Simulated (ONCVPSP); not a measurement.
**copper, ONCV: configuration errors across variants**

ONCVPSP 4.0.1 input, shortened (lines: element, Z, core and valence counts, functional; n l f; lmax; l rc ep ncon nbas qcut; lloc lpopt rc5 dvloc0; l nproj debl; icmod fcfact rcfact), LDA (Perdew-Wang 92), scalar-relativistic:

```
  Cu 29.00    3    4  -001012      upf
    1    0    2.00
    2    0    2.00
    2    1    6.00
    3    0    2.00
    3    1    6.00
    3    2    9.00
    4    0    2.00
    2
    0    1.15    0.00    3    7   10.70
    1    0.75    0.00    3    6   10.60
    2    0.70    0.00    4    7   12.80
    2    5    0.70    0.00
    0    2    2.20
    1    2    3.40
    2    0    1.60
    0    0.00    0.00
```

All-electron excitation energies from the reference (eV): (1) 3s2 3p6 3d10 4s1 -2.012; (2) 3s2 3p6 3d10 4s0 6.417; (3) 3s2 3p6 3d9 4s0 28.106; (4) 3s2 3p6 3d7 4s0 127.514.

A true bound ghost makes a file unfit for plane-wave use even where its test errors are small: the radial tests pick states by their node count and pass the ghost by.

Errors AE − PS in meV (a dash: test not solved or not reliable):

```json
{"change": "base", "(1)": "-2.5", "(2)": "+0.7", "(3)": "+0.7", "(4)": "-26", "bound ghosts": "p", "GHOST(+) flags above zero": "s"}
{"change": "d: qcut 7.5", "(1)": "-3.6", "(2)": "-0.6", "(3)": "+1.0", "(4)": "-34", "bound ghosts": "s", "GHOST(+) flags above zero": "p"}
{"change": "d: qcut 8.9", "(1)": "-3.5", "(2)": "-0.5", "(3)": "+1.0", "(4)": "-33", "bound ghosts": "s", "GHOST(+) flags above zero": "p"}
{"change": "d: qcut 10.4", "(1)": "-3.2", "(2)": "-0.1", "(3)": "+1.0", "(4)": "-31", "bound ghosts": "s", "GHOST(+) flags above zero": "p"}
{"change": "d: qcut 11.9", "(1)": "-2.9", "(2)": "+0.3", "(3)": "+1.4", "(4)": "-24", "bound ghosts": "s, p", "GHOST(+) flags above zero": "none"}
{"change": "d: qcut 15", "(1)": "-1.9", "(2)": "+1.5", "(3)": "+0.8", "(4)": "-20", "bound ghosts": "none", "GHOST(+) flags above zero": "s"}
{"change": "d: qcut 16.4", "(1)": "-1.6", "(2)": "+1.9", "(3)": "+0.8", "(4)": "-18", "bound ghosts": "none", "GHOST(+) flags above zero": "s"}
{"change": "d: qcut 17.9", "(1)": "-1.4", "(2)": "+2.2", "(3)": "+0.8", "(4)": "-15", "bound ghosts": "none", "GHOST(+) flags above zero": "s"}
{"change": "d: qcut 19.5", "(1)": "-1.2", "(2)": "+2.5", "(3)": "+0.8", "(4)": "-13", "bound ghosts": "none", "GHOST(+) flags above zero": "s"}
```

Task: Give the same row for: d: qcut 13.7.

Result: -2.3, +1.1, +0.8, -24; bound ghosts: none; GHOST(+) flags above zero: s, p.
